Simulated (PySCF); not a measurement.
Compound: C₆H₁₀FGeNO.
SMILES with atom numbers: `[CH3:1][O:2][C@@H:3]1[CH2:4][CH2:5][CH2:6][Ge@@:7]1([F:8])[C:9]#[N:10]` (hydrogens: H11, H12, H13 on C1; H14 on C3; H15, H16 on C4; H17, H18 on C5; H19, H20 on C6)

Theory: PySCF, PBE0-D3(BJ)/def2-SVP geometry optimisation, gas phase.

(1) What internal coordinates does the optimisation give?

Answers

(1) 
```tsv
bond	length (Å)	order
C1–O2	1.401	single
O2–C3	1.397	single
C3–C4	1.526	single
C4–C5	1.536	single
C5–C6	1.538	single
C6–Ge7	1.945	single
Ge7–F8	1.745	single
Ge7–C9	1.927	single
C9≡N10	1.160	triple
C3–Ge7	1.988	single
C1–H11, C1–H12, C1–H13	1.103	single
C3–H14	1.106	single
C4–H15	1.105	single
C4–H16	1.101	single
C5–H17	1.101	single
C5–H18	1.102	single
C6–H19	1.099	single
C6–H20	1.102	single
```

Bonds in one row agree within 0.01 Å and their mean is given. Orders are formal, as drawn. A selection of angles:
```tsv
angle	degrees
O2–C1–H11	111.8
O2–C1–H12	107.4
H11–C1–H12	108.6
C1–O2–C3	114.5
O2–C3–C4	108.6
O2–C3–Ge7	110.0
O2–C3–H14	111.7
C4–C3–Ge7	99.4
C4–C3–H14	111.9
Ge7–C3–H14	114.5
C3–C4–C5	110.3
C3–C4–H15	108.7
C3–C4–H16	109.0
C5–C4–H15	110.0
C5–C4–H16	111.4
H15–C4–H16	107.3
C4–C5–C6	110.1
C4–C5–H17	110.7
C4–C5–H18	108.2
C6–C5–H17	111.2
C6–C5–H18	109.6
H17–C5–H18	106.9
C5–C6–Ge7	102.0
C5–C6–H19	113.7
C5–C6–H20	111.9
Ge7–C6–H19	112.5
Ge7–C6–H20	108.8
H19–C6–H20	107.8
C6–Ge7–F8	113.6
C6–Ge7–C9	114.9
F8–Ge7–C9	104.4
C3–Ge7–C6	95.5
C3–Ge7–F8	112.6
C3–Ge7–C9	116.2
Ge7–C9–N10	176.3
```

Torsions: C1–O2–C3–C4 -171° (antiperiplanar); O2–C3–C4–C5 -73° (synclinal); C3–C4–C5–C6 -55° (synclinal); C4–C5–C6–Ge7 34° (synclinal); C5–C6–Ge7–F8 109° (anticlinal); O2–C3–Ge7–C6 96° (anticlinal).

Of the pairs four or more bonds apart, F8···H11 is among the closest relative to their van der Waals radii: 2.43 Å, 91 % of the sum of Bondi's values. Ge7 (germanium bonded to 3 C and F) has angles from 95.5° to 116.2°. The 5-membered ring C3–C4–C5–C6–Ge7 has internal angles of 95.5° to 110.3°; it is puckered, 0.20 Å rms from its mean plane, widest ring torsion 55°. O2 (ether oxygen) is bent (angle 114.5°). The C–Ge distances run from 1.927 Å (Ge7–C9, drawn single) to 1.988 Å (C3–Ge7, drawn single), a spread of 0.061 Å.

Point group: C1 (no symmetry element, even within 0.4 Å). No PBE0-D3(BJ)/def2-SVP frequencies stand behind this structure, so it isn't proved a minimum. One conformer, not necessarily the lowest.
